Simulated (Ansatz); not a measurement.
Consider the atomization: `F[CH]([GeH3])Br` → Br• + C• + F• + Ge• + 4 H•.

Program: Ansatz. Geometries: PBE0-D4/def2-TZVP. ΔE: electronic, gas phase. CCSD(T)/CBS adds triple-zeta CCSD(T) − MP2 to the extrapolated MP2 energy (def2 sets, frozen cores). This one scheme is used for every species, atoms too. Functionals use def2-TZVPP. Open shells (•) are unrestricted, without spin–orbit coupling. Spin–orbit coupling would lower the free atoms: a little for C, F; clearly for Br, Ge. For Br, Ge outer-core shells are correlated without core-valence functions, so the limit isn't a true one: a few kJ/mol of doubt a bond, and 10 to 20 or more in all where bonds break to atoms. Scalar relativity is left out up to krypton.

```json
{"species": "`F[CH]([GeH3])Br`", "ωB97M-V energy (Eh)": "-4791.23914"}
{"species": "Br•", "ωB97M-V energy (Eh)": "-2573.96783"}
{"species": "C•", "ωB97M-V energy (Eh)": "-37.84639"}
{"species": "F•", "ωB97M-V energy (Eh)": "-99.74527"}
{"species": "Ge•", "ωB97M-V energy (Eh)": "-2076.80591"}
{"species": "H•", "ωB97M-V energy (Eh)": "-0.49411"}
```

Problem. Work out ΔE.

Solution. ΔE = 4 × (-0.49411) + (-2573.96783) + (-37.84639) + (-99.74527) + (-2076.80591) − (-4791.23914) = 0.89730 Eh = +2355.9 kJ/mol. CCSD(T)/CBS gives +2381.7 kJ/mol.

Largest T1 diagnostic among the species: 0.011.

In def2-TZVPP, CCSD(T) changes the Hartree–Fock value by +673.1 kJ/mol (the triples alone add +42.4 kJ/mol) and MP2 by +703.5 kJ/mol; breaking electron pairs costs correlation energy, which Hartree–Fock lacks. From PBE to PBE0 (25 % exact exchange), in def2-TZVPP and without D4, ΔE moves by −48.5 kJ/mol: exact exchange takes away binding that semilocal exchange gives to molecules. The D4 term adds +27.4 kJ/mol with B3LYP and +14.1 kJ/mol with PBE0; it sums over pairs of atoms, weighted by their polarisabilities, and B3LYP, whose exchange is more repulsive, gets the larger term.

B3LYP here is the variant with VWN-RPA as its local correlation; programs differ in this.

For atomizations the MP2-based limit and the directly extrapolated one differ by several kJ/mol either way, and by 10 to 25 for some Ge, Se and Sn compounds, so smaller differences from it don't rank the levels.
